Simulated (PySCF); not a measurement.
An unknown is described by computed data only.

Formula: C5H8SSi.

| Property | Result |
| --- | --- |
| 13C NMR | chemical shifts (computed TMS as zero) by class: 159.1 (1 C), 151.1 (1 C), 127.8 (1 C), 119.5 (1 C), 45.0 (1 C) ppm [GIAO PBE0/pcSseg-1] |
| Triplet | lowest triplet excitation (Tamm–Dancoff): 4.04 eV [TDA wB97X-D/def2-SVPD] |
| 1H NMR | chemical shifts (computed TMS as zero) by class: 7.38 (1 H), 6.23 (1 H), 5.47 (1 H), 5.41 (1 H), 5.06 (2 H), 2.88 (2 H) ppm [GIAO PBE0/pcSseg-1] |
| UV, strongest line | among the 8 lowest singlet transitions: S3 at 5.90 eV (210 nm, f = 0.137) [TDDFT wB97X-D/def2-SVPD] |
| Dipole | 2.11 D [wB97X-D/def2-SVPD] |
| Polarisability | 101.5 au [wB97X-D/def2-SVPD] |
| Rotational structure | rotational constants A, B, C: 2.640, 1.862, 1.198 GHz [GFN2-xTB] |

Electronic properties: PySCF, gas phase, density fitting. Levels stand in brackets. Isolated species at its GFN2-xTB geometry (one conformer only). NMR classes are plain means over equivalent atoms (diastereotopic ones count apart unless rotation or inversion swaps them), as if these changed places fast.

**Question.** Propose a structure and show how it fits.

**Answer.** Numbering: `[CH2:1]=[C:2]1[CH2:3][CH:4]=[CH:5][SiH2:6][S:7]1`. Its formula, C5H8SSi, gives 3 degrees of unsaturation: 1 ring and 2 π bonds in the structure found. 5 carbons fall into 5 classes; from least to most shielded: alkene CH carbon [C4] (159.1 ppm), fully substituted alkene carbon [C2] (151.1 ppm), alkene CH carbon [C5] (127.8 ppm), terminal =CH2 carbon [C1] (119.5 ppm), allylic carbon [C3] (45.0 ppm). Hydrogen classes from least to most shielded: 1 H on an alkene CH carbon, C4 (7.38 ppm), 1 H on an alkene CH carbon, C5 (6.23 ppm), 1 H on a terminal =CH2 carbon, C1 (5.47 ppm), 1 H on a terminal =CH2 carbon, C1 (5.41 ppm), 2 H on an SiH2 silicon, Si6 (5.06 ppm), 2 H on an allylic carbon, C3 (2.88 ppm, a mean of values up to 0.6 ppm apart in this geometry). The optimised geometry has point group C1 and is an asymmetric top. Structure: `C=C1CC=C[SiH2]S1`. Computed isomers that give other values at the same levels: `C#C[C@H]1C[SiH2]CS1` (13C chemical shifts (computed TMS as zero) by class: 89.1 (1 C), 80.0 (1 C), 43.1 (1 C), 23.6 (1 C), 13.1 (1 C) ppm); `[SiH3]Cc1ccsc1` (13C chemical shifts (computed TMS as zero) by class: 143.8 (1 C), 135.2 (1 C), 132.2 (1 C), 126.6 (1 C), 15.3 (1 C) ppm); `C#C[SiH2]SC1CC1` (13C chemical shifts (computed TMS as zero) by class: 105.0 (1 C), 85.8 (1 C), 15.0 (1 C), 11.1 (2 C) ppm). The assignments are read from this structure; whether some other isomer fits the data as well wasn't checked.
